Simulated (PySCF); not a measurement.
Ga(F)(SiH3)2 (FGaH6Si2), SMILES [F][Ga]([SiH3])[SiH3].

Geometry: PBE-D3(BJ)/def2-SVP.

These are PBE-D3(BJ)/def2-SVP (PySCF) values and carry that method's errors.

Frequencies are harmonic and unscaled.

A small imaginary wavenumber (i) marks a very flat motion, where grid noise or a shallow saddle decides the sign.

```json
[
 {"mode": "1", "ν (cm⁻¹)": "14i", "IR (km/mol)": "0.2", "moving atoms (share of kinetic energy)": "H 91 %"},
 {"mode": "2", "ν (cm⁻¹)": "10", "IR (km/mol)": "0.0", "moving atoms (share of kinetic energy)": "H 96 %"},
 {"mode": "3", "ν (cm⁻¹)": "73", "IR (km/mol)": "0.7", "moving atoms (share of kinetic energy)": "Si 50 %, Ga 23 %, H 22 %"},
 {"mode": "4", "ν (cm⁻¹)": "110", "IR (km/mol)": "8.2", "moving atoms (share of kinetic energy)": "Ga 47 %, F 23 %, Si 16 %, H 14 %"},
 {"mode": "5", "ν (cm⁻¹)": "143", "IR (km/mol)": "16.4", "moving atoms (share of kinetic energy)": "F 69 %, Si 14 %, Ga 9 %"},
 {"mode": "6", "ν (cm⁻¹)": "275", "IR (km/mol)": "0.0", "moving atoms (share of kinetic energy)": "Si 82 %, H 9 %"},
 {"mode": "7", "ν (cm⁻¹)": "350", "IR (km/mol)": "25.1", "moving atoms (share of kinetic energy)": "Si 48 %, Ga 40 %, H 12 %"},
 {"mode": "8", "ν (cm⁻¹)": "385", "IR (km/mol)": "0.0", "moving atoms (share of kinetic energy)": "H 91 %, Si 9 %"},
 {"mode": "9", "ν (cm⁻¹)": "439", "IR (km/mol)": "17.1", "moving atoms (share of kinetic energy)": "H 82 %, Si 11 %"},
 {"mode": "10", "ν (cm⁻¹)": "444", "IR (km/mol)": "9.9", "moving atoms (share of kinetic energy)": "H 83 %, Si 12 %"},
 {"mode": "11", "ν (cm⁻¹)": "472", "IR (km/mol)": "8.6", "moving atoms (share of kinetic energy)": "H 85 %, Si 13 %"},
 {"mode": "12", "ν (cm⁻¹)": "646", "IR (km/mol)": "64.4", "moving atoms (share of kinetic energy)": "F 78 %, Ga 21 %"},
 {"mode": "13", "ν (cm⁻¹)": "795", "IR (km/mol)": "486.0", "moving atoms (share of kinetic energy)": "H 90 %, Si 10 %"},
 {"mode": "14", "ν (cm⁻¹)": "828", "IR (km/mol)": "25.8", "moving atoms (share of kinetic energy)": "H 91 %, Si 8 %"},
 {"mode": "15", "ν (cm⁻¹)": "895", "IR (km/mol)": "13.1", "moving atoms (share of kinetic energy)": "H 98 %"},
 {"mode": "16", "ν (cm⁻¹)": "896", "IR (km/mol)": "36.4", "moving atoms (share of kinetic energy)": "H 98 %"},
 {"mode": "17", "ν (cm⁻¹)": "900", "IR (km/mol)": "14.0", "moving atoms (share of kinetic energy)": "H 97 %"},
 {"mode": "18", "ν (cm⁻¹)": "901", "IR (km/mol)": "55.9", "moving atoms (share of kinetic energy)": "H 98 %"},
 {"mode": "19", "ν (cm⁻¹)": "2139", "IR (km/mol)": "93.8", "moving atoms (share of kinetic energy)": "H 99 %"},
 {"mode": "20", "ν (cm⁻¹)": "2142", "IR (km/mol)": "14.2", "moving atoms (share of kinetic energy)": "H 98 %"},
 {"mode": "21", "ν (cm⁻¹)": "2156", "IR (km/mol)": "75.5", "moving atoms (share of kinetic energy)": "H 96 %"},
 {"mode": "22", "ν (cm⁻¹)": "2157", "IR (km/mol)": "66.6", "moving atoms (share of kinetic energy)": "H 96 %"},
 {"mode": "23", "ν (cm⁻¹)": "2170", "IR (km/mol)": "67.8", "moving atoms (share of kinetic energy)": "H 96 %"},
 {"mode": "24", "ν (cm⁻¹)": "2172", "IR (km/mol)": "74.1", "moving atoms (share of kinetic energy)": "H 96 %"}
]
```
